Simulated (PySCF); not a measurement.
## TPSS on Kr (krypton, neutral)

Configuration: [Kr], closed-shell 1S. Calculation: PySCF 2.14, in pcseg-2; the non-relativistic Hamiltonian (point nucleus).

| Quantity | Value |
| --- | --- |
| Total energy | -2753.695 hartree |
| One-electron energy | -3830.332 hartree |
| Hartree (Coulomb) energy | 1172.078 hartree |
| Exchange-correlation energy | -95.441 hartree |
| Kinetic energy | 2752.60761 hartree |
| ⟨S²⟩ | 0.0000 |
| ⟨L²⟩ | 0.000 |
| Sum of ⟨r⟩ | 26.22 bohr |
| Sum of ⟨r²⟩ | 39.41 bohr² |
| Density at the nucleus (Gaussians lack the cusp) | 31800 bohr⁻³ |
| Langevin diamagnetic susceptibility | -31.2 ×10⁻⁶ cm³/mol |
| Time after the integrals | 0.61 s of wall time on 1 thread of Intel(R) Xeon(R) 6975P-C (shared host) |

```json
{"shell": "1s", "electrons": "2", "mean orbital energy (eV)": "-13919.0", "rms radius, mean of both spins (bohr)": "0.0491"}
{"shell": "2s", "electrons": "2", "mean orbital energy (eV)": "-1809.4", "rms radius, mean of both spins (bohr)": "0.204"}
{"shell": "2p", "electrons": "6", "mean orbital energy (eV)": "-1635.0", "rms radius, mean of both spins (bohr)": "0.179"}
{"shell": "3s", "electrons": "2", "mean orbital energy (eV)": "-256.18", "rms radius, mean of both spins (bohr)": "0.580"}
{"shell": "3p", "electrons": "6", "mean orbital energy (eV)": "-194.05", "rms radius, mean of both spins (bohr)": "0.590"}
{"shell": "3d", "electrons": "10", "mean orbital energy (eV)": "-83.277", "rms radius, mean of both spins (bohr)": "0.615"}
{"shell": "4s", "electrons": "2", "mean orbital energy (eV)": "-22.478", "rms radius, mean of both spins (bohr)": "1.72"}
{"shell": "4p", "electrons": "6", "mean orbital energy (eV)": "-9.417", "rms radius, mean of both spins (bohr)": "2.11"}
```
